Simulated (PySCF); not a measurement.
## Energy of Cr²⁺ (chromium, charge +2) between two integer charges

The 3d alpha orbital of [Ar] 3d4 is emptied in steps (occupation f), with all orbitals relaxed, ending at [Ar] 3d3. All numbers are calculated (PySCF 2.14, the non-relativistic Hamiltonian (point nucleus), in aug-cc-pVTZ (8s7p5d3f2g, 93 functions)). The exact energy is a straight line in f; departures are measured from the line between the end points of the same method.

```csv
f,TPSS (eV)
1,0.000
0.8,-1.229
0.6,-1.859
0.4,-1.873
0.2,-1.258
0,0.000
```

**Question.** For TPSS, how does the orbital energy at f = 1 compare with the removal energy?

**Answer.** −ε = 23.715 eV against a total-energy difference of 31.324 eV. By Janak's theorem ε = ∂E/∂f, so the gap between them reflects the curvature. Along the path −ε is 26.662 (f = 0.8), 29.699 (f = 0.6), 32.815 (f = 0.4), 35.999 (f = 0.2) eV.

Reference removal energy between the ground levels: 30.959 ± 0.025 eV (measured; NIST Atomic Spectra Database, ionization energies). The calculation has no spin-orbit coupling. The determinant left behind need not be the lowest term of the ion.
